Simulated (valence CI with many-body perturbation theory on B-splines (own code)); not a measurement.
# W XXXIV: E2, M1 decay

Computed by relativistic CI+MBPT: five valence electrons over a frozen Dirac-Fock core [Kr], radial functions for each j: 7 s, 7 p, 8 d, 6 f, 4 g, 1 h, with the one-electron correlation potential Σ1 (screened to all orders), the two-electron term Σ2, the three-electron term Σ3, Breit, model QED; selected single and double excitations, second order for the rest, scaled by the run's own slope (own B-spline code, finite nucleus).

The last digits are not significant, and no measured levels were compared; by estimate large intervals hold to a few tenths of a per cent, small ones and those within an open d or f shell to about a per cent. The list stops below the first excitations out of the core.

Lines 1 to 50 of 120 in falling wavelength, among levels below 1007900 cm⁻¹, chosen from the decays that carry over 1 % of a level's rate. Wavelengths and rates use the calculated energies. Electric multipoles are in the length gauge, E1 and E2 with the static RPA response of the core. S is in atomic units (e²a₀⁴ for E2 and M2, e²a₀⁶ for E3), for M1 in squared Bohr magnetons. Weak lines are less certain than strong ones. Lines between different terms over intervals too small for the method are left out, as are lines whose strength nearly cancels.

Levels are named by their leading jj configuration (3d3/2^4 stands for four electrons in 3d with j = 3/2), which in mixed levels can hold well under half, so a name can repeat and another be missing. Letters in brackets count levels of one name in rising energy.

```
λ vac (Å)                        Upper                        Lower  Type   A (s⁻¹)  S (a.u.)
    12970     (4d3/2^3 4d5/2^2) J=11/2  (4d3/2^3 4d5/2^2) J=7/2 [a]    E2  2.80e-07  1.10e-03
     8271      (4d3/2^3 4d5/2^2) J=9/2     (4d3/2^3 4d5/2^2) J=11/2    M1  1.72e+01  3.61e+00
     6471  (4d3/2^3 4d5/2^2) J=7/2 [b]  (4d3/2^3 4d5/2^2) J=5/2 [b]    M1  2.75e+01  2.21e+00
     5051      (4d3/2^3 4d5/2^2) J=9/2  (4d3/2^3 4d5/2^2) J=7/2 [a]    M1  8.82e+01  4.21e+00
     4197  (4d3/2^3 4d5/2^2) J=5/2 [b]  (4d3/2^3 4d5/2^2) J=3/2 [a]    M1  1.24e+02  2.05e+00
     3247      (4d3/2^3 4d5/2^2) J=1/2  (4d3/2^3 4d5/2^2) J=3/2 [a]    M1  7.80e+02  1.98e+00
     2681  (4d3/2^3 4d5/2^2) J=7/2 [a]  (4d3/2^3 4d5/2^2) J=5/2 [a]    M1  5.49e+02  3.14e+00
     2312  (4d3/2^3 4d5/2^2) J=7/2 [b]  (4d3/2^3 4d5/2^2) J=7/2 [a]    M1  1.91e+02  7.00e-01
     1951  (4d3/2^2 4d5/2^3) J=1/2 [b]  (4d3/2^2 4d5/2^3) J=3/2 [a]    M1  1.36e+03  7.49e-01
     1934  (4d3/2^3 4d5/2^2) J=3/2 [b]      (4d3/2^3 4d5/2^2) J=1/2    M1  1.80e+02  1.93e-01
     1876  (4d3/2^2 4d5/2^3) J=7/2 [b]  (4d3/2^2 4d5/2^3) J=7/2 [a]    M1  3.96e+02  7.75e-01
     1818  (4d3/2^2 4d5/2^3) J=9/2 [c]  (4d3/2^2 4d5/2^3) J=9/2 [b]    M1  1.19e+03  2.65e+00
     1763  (4d3/2^2 4d5/2^3) J=1/2 [a]  (4d3/2^3 4d5/2^2) J=3/2 [b]    M1  1.78e+03  7.23e-01
     1704  (4d3/2^3 4d5/2^2) J=3/2 [b]  (4d3/2^3 4d5/2^2) J=5/2 [b]    M1  4.81e+02  3.53e-01
     1536  (4d3/2^3 4d5/2^2) J=5/2 [b]  (4d3/2^3 4d5/2^2) J=5/2 [a]    M1  3.14e+03  2.53e+00
     1482  (4d3/2^2 4d5/2^3) J=5/2 [b]  (4d3/2^3 4d5/2^2) J=3/2 [b]    M1  1.66e+03  1.20e+00
     1442  (4d3/2^2 4d5/2^3) J=3/2 [c]  (4d3/2^2 4d5/2^3) J=1/2 [b]    M1  7.95e+02  3.53e-01
     1212  (4d3/2^3 4d5/2^2) J=3/2 [b]  (4d3/2^3 4d5/2^2) J=3/2 [a]    M1  1.32e+03  3.47e-01
     1178  (4d3/2^2 4d5/2^3) J=3/2 [b]  (4d3/2^2 4d5/2^3) J=5/2 [a]    M1  8.54e+02  2.07e-01
     1128  (4d3/2^2 4d5/2^3) J=3/2 [c]  (4d3/2^2 4d5/2^3) J=5/2 [c]    M1  1.56e+03  3.33e-01
     1088  (4d3/2^2 4d5/2^3) J=9/2 [a]  (4d3/2^3 4d5/2^2) J=7/2 [b]    M1  4.17e+03  1.99e+00
     1043  (4d3/2^2 4d5/2^3) J=5/2 [c]  (4d3/2^3 4d5/2^2) J=3/2 [b]    M1  1.04e+04  2.62e+00
     1028  (4d3/2^2 4d5/2^3) J=7/2 [a]  (4d3/2^3 4d5/2^2) J=5/2 [b]    M1  8.13e+03  2.62e+00
    996.5  (4d3/2^2 4d5/2^3) J=3/2 [b]  (4d3/2^3 4d5/2^2) J=3/2 [b]    M1  3.06e+02  4.49e-02
    980.7  (4d3/2^2 4d5/2^3) J=5/2 [a]  (4d3/2^3 4d5/2^2) J=7/2 [a]    M1  7.40e+03  1.55e+00
    974.6  (4d3/2^3 4d5/2^2) J=5/2 [a]        (4d3/2^4 4d5/2) J=5/2    M1  4.03e+04  8.29e+00
    950.3  (4d3/2^2 4d5/2^3) J=7/2 [a]      (4d3/2^3 4d5/2^2) J=9/2    M1  1.22e+04  3.10e+00
    922.2  (4d3/2^2 4d5/2^3) J=1/2 [a]      (4d3/2^3 4d5/2^2) J=1/2    M1  2.23e+04  1.30e+00
    915.7    (4d3/2 4d5/2^4) J=7/2 [a]  (4d3/2^2 4d5/2^3) J=5/2 [c]    M1  7.53e+03  1.71e+00
    905.3     (4d3/2^2 4d5/2^3) J=11/2      (4d3/2^3 4d5/2^2) J=9/2    M1  5.28e+03  1.74e+00
    903.1  (4d3/2^2 4d5/2^3) J=5/2 [b]  (4d3/2^3 4d5/2^2) J=7/2 [b]    M1  5.78e+03  9.47e-01
    888.7    (4d3/2 4d5/2^4) J=5/2 [a]  (4d3/2^2 4d5/2^3) J=3/2 [a]    M1  8.30e+03  1.30e+00
    868.7  (4d3/2^2 4d5/2^3) J=1/2 [b]  (4d3/2^3 4d5/2^2) J=3/2 [b]    M1  7.33e+02  3.56e-02
    865.3  (4d3/2^2 4d5/2^3) J=3/2 [a]      (4d3/2^3 4d5/2^2) J=1/2    M1  3.92e+03  3.77e-01
    842.6    (4d3/2 4d5/2^4) J=7/2 [a]  (4d3/2^2 4d5/2^3) J=9/2 [b]    M1  7.83e+03  1.39e+00
    841.8    (4d3/2 4d5/2^4) J=3/2 [a]  (4d3/2^2 4d5/2^3) J=5/2 [c]    M1  9.54e+03  8.44e-01
    816.1  (4d3/2^2 4d5/2^3) J=3/2 [a]  (4d3/2^3 4d5/2^2) J=5/2 [b]    M1  1.66e+04  1.33e+00
    815.9     (4d3/2^2 4d5/2^3) J=11/2     (4d3/2^3 4d5/2^2) J=11/2    M1  3.11e+04  7.51e+00
    807.9  (4d3/2^3 4d5/2^2) J=3/2 [b]  (4d3/2^3 4d5/2^2) J=5/2 [a]    M1  1.20e+03  9.41e-02
    799.8  (4d3/2^2 4d5/2^3) J=7/2 [a]  (4d3/2^3 4d5/2^2) J=7/2 [a]    M1  1.91e+04  2.89e+00
    792.5  (4d3/2^2 4d5/2^3) J=5/2 [b]  (4d3/2^3 4d5/2^2) J=5/2 [b]    M1  2.26e+04  2.50e+00
    786.2  (4d3/2^2 4d5/2^3) J=5/2 [d]  (4d3/2^2 4d5/2^3) J=5/2 [b]    M1  4.45e+03  4.81e-01
    785.3       (4d3/2 4d5/2^4) J=11/2  (4d3/2^2 4d5/2^3) J=9/2 [b]    M1  7.56e+03  1.63e+00
    784.4  (4d3/2^2 4d5/2^3) J=9/2 [a]     (4d3/2^3 4d5/2^2) J=11/2    M1  1.22e+04  2.19e+00
    771.6  (4d3/2^2 4d5/2^3) J=9/2 [b]  (4d3/2^3 4d5/2^2) J=7/2 [b]    M1  6.20e+03  1.06e+00
    764.3  (4d3/2^2 4d5/2^3) J=5/2 [d]  (4d3/2^2 4d5/2^3) J=3/2 [a]    M1  2.41e+03  2.40e-01
    740.4  (4d3/2^2 4d5/2^3) J=7/2 [b]  (4d3/2^3 4d5/2^2) J=7/2 [b]    M1  6.62e+03  7.97e-01
    739.7  (4d3/2^2 4d5/2^3) J=9/2 [a]  (4d3/2^3 4d5/2^2) J=7/2 [a]    M1  1.89e+04  2.84e+00
    726.9    (4d3/2 4d5/2^4) J=7/2 [a]  (4d3/2^2 4d5/2^3) J=5/2 [b]    M1  1.93e+04  2.20e+00
    725.5    (4d3/2 4d5/2^4) J=5/2 [a]  (4d3/2^2 4d5/2^3) J=7/2 [a]    M1  3.09e+04  2.62e+00
```
